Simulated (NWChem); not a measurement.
System: AlH2 cation; SMILES [AlH2+]

Here is an NWChem input.

```
start job
memory heap 200 mb stack 900 mb global 1100 mb
charge 1
geometry units angstroms noautosym nocenter noautoz
  Al     0.000000     0.000000     0.000000
  H      0.000000     0.000000    -1.553635
  H      0.000000     0.000000     1.553635
end
basis spherical
  * library def2-tzvp
end
dft
  xc xpbe96 cpbe96
  iterations 150
end
property
  efieldgrad
end
task dft property
```

NWChem printed, in part:

```
             Northwest Computational Chemistry Package (NWChem) 7.3.0
             --------------------------------------------------------

                             Geometry "geometry" -> ""
                             -------------------------

 Output coordinates in angstroms (scale by  1.889725989 to convert to a.u.)

  No.       Tag          Charge          X              Y              Z
 ---- ---------------- ---------- -------------- -------------- --------------
    1 Al                  13.0000     0.00000000     0.00000000     0.00000000
    2 H                    1.0000     0.00000000     0.00000000    -1.55363500
    3 H                    1.0000     0.00000000     0.00000000     1.55363500

 Effective nuclear repulsion energy (a.u.)       9.0260563765

  pbe96 is a nonlocal functional; adding pw91lda local functional.
                              NWChem Property Module
                              ----------------------

  itol2e modified to match energy
  convergence criterion.

                                 NWChem DFT Module
                                 -----------------

 Summary of "ao basis" -> "ao basis" (spherical)
 ------------------------------------------------------------------------------
       Tag                 Description            Shells   Functions and Types
 ---------------- ------------------------------  ------  ---------------------
 Al                        def2-tzvp                13       37   5s5p2d1f
 H                         def2-tzvp                 4        6   3s1p

  itol2e modified to match energy
  convergence criterion.

            General Information
            -------------------
          SCF calculation type: DFT
          Wavefunction type:  closed shell.
          No. of atoms     :     3
          No. of electrons :    14
           Alpha electrons :     7
            Beta electrons :     7
          Charge           :     1
          Spin multiplicity:     1
          Use of symmetry is: off; symmetry adaption is: off
          Maximum number of iterations: 150
          AO basis - number of functions:    49
                     number of shells:    21
          Convergence on energy requested:  1.00D-07
          Convergence on density requested:  1.00D-05
          Convergence on gradient requested:  5.00D-04

              XC Information
              --------------
          PerdewBurkeErnzerhof Exchange Functional  1.000
            Perdew 1991 LDA Correlation Functional  1.000 local
           PerdewBurkeErnz. Correlation Functional  1.000 non-local

             Grid Information
             ----------------
          Grid used for XC integration:  fine
          Radial quadrature: Mura-Knowles
          Angular quadrature: Lebedev.
          Tag              B.-S. Rad. Rad. Pts. Rad. Cut. Ang. Pts.
          ---              ---------- --------- --------- ---------
          Al                  1.25      123           8.0       770
          H                   0.35       60          10.0       590
          Grid pruning is: on
          Number of quadrature shells:   243
          Spatial weights used:  Erf1

      Superposition of Atomic Density Guess
      -------------------------------------

 Sum of atomic energies:        -242.87444228

 Renormalizing density from      15.00 to     14

      Non-variational initial energy
      ------------------------------

 Total energy =    -232.497189
 1-e energy   =    -331.710735
 2-e energy   =      90.187490
 HOMO         =      -0.734273
 LUMO         =      -0.360388

   convergence    iter        energy       DeltaE   RMS-Dens  Diis-err
 ---------------- ----- ----------------- --------- --------- ---------
 d= 0,ls=0.0,diis     1   -243.0096752527 -2.52D+02  1.79D-02  4.99D+00
 d= 0,ls=0.0,diis     2   -243.0874717632 -7.78D-02  9.13D-03  2.14D+00
 d= 0,ls=0.0,diis     3   -243.1563390563 -6.89D-02  1.64D-03  2.64D-03
 d= 0,ls=0.0,diis     4   -243.1566381367 -2.99D-04  5.25D-04  3.50D-04
 d= 0,ls=0.0,diis     5   -243.1567215258 -8.34D-05  6.60D-06  4.27D-08
 d= 0,ls=0.0,diis     6   -243.1567215359 -1.00D-08  1.17D-06  2.76D-09

         Total DFT energy =     -243.156721535892
      One electron energy =     -351.493104387929
           Coulomb energy =      118.265110472963
    Exchange-Corr. energy =      -18.954783997418
 Nuclear repulsion energy =        9.026056376493

 Numeric. integr. density =       13.999999410930

                       DFT Final Molecular Orbital Analysis
                       ------------------------------------

 Vector    5  Occ=2.000000D+00  E=-2.848017D+00
              MO Center=  6.7D-10, -7.2D-10,  7.4D-09, r^2= 1.3D-01
   Bfn.  Coefficient  Atom+Function         Bfn.  Coefficient  Atom+Function
  ----- ------------  ---------------      ----- ------------  ---------------
     8      0.553084  1 Al pz                11      0.394610  1 Al pz
    14      0.208386  1 Al pz

 Vector    6  Occ=2.000000D+00  E=-6.319497D-01
              MO Center= -9.4D-09,  1.2D-08,  2.1D-07, r^2= 2.1D+00
   Bfn.  Coefficient  Atom+Function         Bfn.  Coefficient  Atom+Function
  ----- ------------  ---------------      ----- ------------  ---------------
     4      0.678745  1 Al s                  3     -0.321973  1 Al s
    39      0.158148  2 H  s                 45      0.158148  3 H  s
     5      0.153581  1 Al s                 38      0.109377  2 H  s
    44      0.109377  3 H  s                  2      0.091864  1 Al s
     1      0.058843  1 Al s                 23      0.058145  1 Al d  0

 Vector    7  Occ=2.000000D+00  E=-5.478471D-01
              MO Center=  3.2D-10, -4.1D-10, -2.8D-07, r^2= 2.6D+00
   Bfn.  Coefficient  Atom+Function         Bfn.  Coefficient  Atom+Function
  ----- ------------  ---------------      ----- ------------  ---------------
    17      0.412754  1 Al pz                39     -0.210769  2 H  s
    45      0.210769  3 H  s                 38     -0.146213  2 H  s
    44      0.146213  3 H  s                 40     -0.135952  2 H  s
    46      0.135951  3 H  s                  8     -0.109941  1 Al pz
    11     -0.091187  1 Al pz                20      0.059000  1 Al pz

 Vector    8  Occ=0.000000D+00  E=-3.307659D-01
              MO Center=  9.0D-08, -8.8D-08,  2.7D-08, r^2= 2.9D+00
   Bfn.  Coefficient  Atom+Function         Bfn.  Coefficient  Atom+Function
  ----- ------------  ---------------      ----- ------------  ---------------
    15      0.467893  1 Al px                16     -0.456596  1 Al py
    18      0.315116  1 Al px                19     -0.307508  1 Al py
     6     -0.098243  1 Al px                 7      0.095871  1 Al py
     9     -0.081549  1 Al px                10      0.079580  1 Al py

 Vector    9  Occ=0.000000D+00  E=-3.307659D-01
              MO Center=  1.1D-08,  4.6D-09,  2.3D-08, r^2= 2.9D+00
   Bfn.  Coefficient  Atom+Function         Bfn.  Coefficient  Atom+Function
  ----- ------------  ---------------      ----- ------------  ---------------
    16      0.467893  1 Al py                15      0.456596  1 Al px
    19      0.315116  1 Al py                18      0.307508  1 Al px
     7     -0.098243  1 Al py                 6     -0.095871  1 Al px
    10     -0.081549  1 Al py                 9     -0.079580  1 Al px

 Vector   10  Occ=0.000000D+00  E=-3.020579D-01
              MO Center=  1.6D-09, -2.9D-08,  5.8D-07, r^2= 3.1D+00
   Bfn.  Coefficient  Atom+Function         Bfn.  Coefficient  Atom+Function
  ----- ------------  ---------------      ----- ------------  ---------------
     5      0.659728  1 Al s                  4      0.635864  1 Al s
    40     -0.423083  2 H  s                 46     -0.423087  3 H  s
    39     -0.263607  2 H  s                 45     -0.263606  3 H  s
     3     -0.244148  1 Al s                 23     -0.182203  1 Al d  0
    38     -0.134238  2 H  s                 44     -0.134238  3 H  s

     Multipole analysis of the density
     ---------------------------------

     L   x y z        total         alpha         beta         nuclear
     -   - - -        -----         -----         ----         -------
     0   0 0 0      1.000000     -7.000000     -7.000000     15.000000

     1   1 0 0      0.000000      0.000000      0.000000      0.000000
     1   0 1 0     -0.000000     -0.000000     -0.000000      0.000000
     1   0 0 1      0.000000      0.000000      0.000000      0.000000

     2   2 0 0     -6.085008     -3.042504     -3.042504      0.000000
     2   1 1 0      0.000000      0.000000      0.000000      0.000000
     2   1 0 1     -0.000000     -0.000000     -0.000000      0.000000
     2   0 2 0     -6.085008     -3.042504     -3.042504      0.000000
     2   0 1 1      0.000000      0.000000      0.000000      0.000000
     2   0 0 2     -8.108941    -12.674240    -12.674240     17.239539

          -----------------------
          Electric field gradient
          -----------------------

 1 a.u. = 0.324123 10**(16) esu/cm**3  ( or statvolts/cm**2 ) = 0.97174 10**(22) v/m**2

 ------------------------------------------------------------
   Atom      X         Y         Z
 ------------------------------------------------------------
    1 Al   0.00000   0.00000   0.00000
 ------------------------------------------------------------

 Electric field gradient in molecular frame (a.u.)
         XX             YY             ZZ             XY             XZ             YZ
 ------------------------------------------------------------------------------------------
       -1.060390      -1.060390       2.120780       0.000000       0.000000      -0.000000

 Principal components (a.u.) and orientation
 of principal axis w.r.t. absolute frame                      Asymmetry parameter eta
 --------------------------------------------------------------------------------------
        2.120780      -1.060390      -1.060390                       0.000000

        0.000000      -0.122199       0.992506
       -0.000000       0.992506       0.122199
        1.000000       0.000000      -0.000000

 ------------------------------------------------------------
   Atom      X         Y         Z
 ------------------------------------------------------------
    2 H    0.00000   0.00000  -2.93594
 ------------------------------------------------------------

 Electric field gradient in molecular frame (a.u.)
         XX             YY             ZZ             XY             XZ             YZ
 ------------------------------------------------------------------------------------------
        0.059412       0.059412      -0.118825       0.000000      -0.000000       0.000000

 Principal components (a.u.) and orientation
 of principal axis w.r.t. absolute frame                      Asymmetry parameter eta
 --------------------------------------------------------------------------------------
       -0.118825       0.059412       0.059412                       0.000000

        0.000000       0.735456      -0.677573
       -0.000000       0.677573       0.735456
        1.000000       0.000000       0.000000

 ------------------------------------------------------------
   Atom      X         Y         Z
 ------------------------------------------------------------
    3 H    0.00000   0.00000   2.93594
 ------------------------------------------------------------

 Electric field gradient in molecular frame (a.u.)
         XX             YY             ZZ             XY             XZ             YZ
 ------------------------------------------------------------------------------------------
        0.059412       0.059412      -0.118825      -0.000000       0.000000      -0.000000

 Principal components (a.u.) and orientation
 of principal axis w.r.t. absolute frame                      Asymmetry parameter eta
 --------------------------------------------------------------------------------------
       -0.118825       0.059412       0.059412                       0.000000

       -0.000000      -0.669522       0.742792
        0.000000       0.742792       0.669522
        1.000000      -0.000000      -0.000000
```

Level: PBE/def2-TZVP. Geometry: optimised at PBE0-D3(BJ)/def2-TZVP. NWChem prints the field gradient with the sign opposite to the second derivative of the potential.
